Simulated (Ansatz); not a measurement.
Cost and result for the atomization energy of `N[CH2][Zn][F]` (8 atoms, 7 bonds).

The species carries charge 0 and has multiplicity 1. For Zn the d shell is correlated and the shells below it are frozen. Scalar relativity is left out up to krypton. The geometry is a stationary point of PBE0-D4/def2-TZVP. It is one conformer, not always the lowest. Program: Ansatz. All runs use 4 threads of an Arm Neoverse V1 on a shared host. Times are those of one run each, without the atoms' runs, and a repeat can differ threefold. Electronic energies, without spin–orbit coupling; frozen cores. CCSD(T)/CBS adds CCSD(T) − MP2 in def2-TZVPP to the MP2 limit, and its time is that of the two runs behind it. T1 = 0.015. With those shells the extrapolation isn't a true limit. B3LYP takes the VWN-RPA correlation (the form of Gaussian; ORCA's B3LYP/G).

CCSD(T)/CBS is a level of theory with its own doubt, some kJ/mol a heavy atom from the limit and from the frozen cores, so smaller differences don't rank the functionals.

| level | functions | wall time |
| --- | --- | --- |
| PBE-D4/def2-TZVPP (with forces) | 213 | 2 s |
| PBE0-D4/def2-TZVPP | 213 | 2.3 s |
| B3LYP-D4/def2-TZVPP (with forces) | 213 | 3.5 s |
| r2SCAN-D4/def2-TZVPP (with forces) | 213 | 3.7 s |
| B2PLYP/def2-TZVPP | 213 | 4 s |
| ωB97X-V/def2-TZVPP | 213 | 5.5 s |
| ωB97M-V/def2-TZVPP (with forces) | 213 | 8.5 s |
| MP2/def2-QZVPP | 391 | 13 s |
| CCSD(T)/def2-TZVPP | 213 | 91 s |
| CCSD(T)/CBS(def2) | – | 100 s |

Task: What atomization energy does each give, and how far from CCSD(T)/CBS? (Best estimate.)

Result: Computed: 
| level | atomization (kJ/mol) | difference from CCSD(T)/CBS | per bond |
| --- | --- | --- | --- |
| PBE-D4/def2-TZVPP (with forces) | 2636.1 | 62.8 | 9.0 |
| PBE0-D4/def2-TZVPP | 2567.5 | -5.8 | -0.8 |
| B3LYP-D4/def2-TZVPP (with forces) | 2557.5 | -15.8 | -2.3 |
| r2SCAN-D4/def2-TZVPP (with forces) | 2575.1 | 1.8 | 0.3 |
| B2PLYP/def2-TZVPP | 2539.3 | -34.0 | -4.9 |
| ωB97X-V/def2-TZVPP | 2586.5 | 13.2 | 1.9 |
| ωB97M-V/def2-TZVPP (with forces) | 2575.6 | 2.3 | 0.3 |
| MP2/def2-QZVPP | 2607.6 | 34.3 | 4.9 |
| CCSD(T)/def2-TZVPP | 2488.9 | -84.4 | -12.1 |
| CCSD(T)/CBS(def2) | 2573.3 | 0.0 | 0.0 |

The D4 term adds +17.6 kJ/mol with B3LYP and +9.1 kJ/mol with PBE0; it sums over pairs of atoms, weighted by their polarisabilities, and B3LYP, whose exchange is more repulsive, gets the larger term. In def2-TZVPP, CCSD(T) changes the Hartree–Fock value by +743.6 kJ/mol (the triples alone add +42.8 kJ/mol) and MP2 by +809.5 kJ/mol; breaking electron pairs costs correlation energy, which Hartree–Fock lacks. From PBE to PBE0 (25 % exact exchange), in def2-TZVPP and without D4, the atomization energy moves by −66.8 kJ/mol: exact exchange takes away binding that semilocal exchange gives to molecules.
